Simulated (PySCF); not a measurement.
# How methods differ on the interval between two levels of Ga³⁺

Ga³⁺ [Ar] 3d10 → Ga³⁺ [Ar] 3d9 4p1 [3F4, M_J = 4], as a difference of total energies. Calculation: PySCF 2.14, in x2c-TZVPall-2c; the two-component X2C-1e Hamiltonian. Correlated levels: [Ne] frozen. "Screened" scales the spin-orbit matrix elements by Boettger's factors to mimic the two-electron term; Breit and QED terms are absent.

```json
{"method": "GHF (spin-free)", "interval between two levels (cm⁻¹)": "216900"}
{"method": "GMP2 (spin-free)", "interval between two levels (cm⁻¹)": "231500"}
{"method": "GHF (screened spin-orbit)", "interval between two levels (cm⁻¹)": "216170"}
{"method": "GMP2 (screened spin-orbit)", "interval between two levels (cm⁻¹)": "230800"}
```

The labels give the starting determinants; with spin-orbit coupling the two ends relaxed to ⟨J²⟩ = 0.00, ⟨L²⟩ = 0.00, ⟨S²⟩ = 0.00 and ⟨J²⟩ = 20.00, ⟨L²⟩ = 12.00, ⟨S²⟩ = 2.00.
